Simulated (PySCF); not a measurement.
# Zirconium: a sound run and one with changed settings

Sound run: Zr [Kr] 4d2 5s2, Zr⁺ [Kr] 4d2 5s1. Computed with PySCF 2.14 in x2c-TZVPall (8s6p6d1f, 63 functions), with the spin-free X2C one-electron Hamiltonian (Gaussian nucleus). The sound run starts from symmetry-adapted Hartree-Fock orbitals and uses a fine grid where one is needed.

A second run was set up differently.

```json
{"species": "Zr", "method": "UHF", "sound run (hartree)": "-3596.18329", "changed run (hartree)": "-3596.17967", "converged": "no"}
{"species": "Zr", "method": "PBE0", "sound run (hartree)": "-3597.91142", "changed run (hartree)": "-3597.91148", "converged": "no"}
{"species": "Zr", "method": "TPSS", "sound run (hartree)": "-3598.08718", "changed run (hartree)": "-3598.08726", "converged": "no"}
{"species": "Zr⁺", "method": "UHF", "sound run (hartree)": "-3595.99266", "changed run (hartree)": "-3595.98760", "converged": "no"}
{"species": "Zr⁺", "method": "PBE0", "sound run (hartree)": "-3597.68045", "changed run (hartree)": "-3597.68042", "converged": "no"}
{"species": "Zr⁺", "method": "TPSS", "sound run (hartree)": "-3597.85582", "changed run (hartree)": "-3597.85693", "converged": "no"}
```

(1) What was changed?
A. too few SCF iterations
B. angular grid far too coarse
C. a valence shell is frozen
D. all electrons correlated in a valence basis

## Answers

(1) A. It used initial guess minao, at most 8 SCF cycles. The SCF was stopped early; the energies are upper bounds that still move, and correlated levels were skipped or rest on poor orbitals.
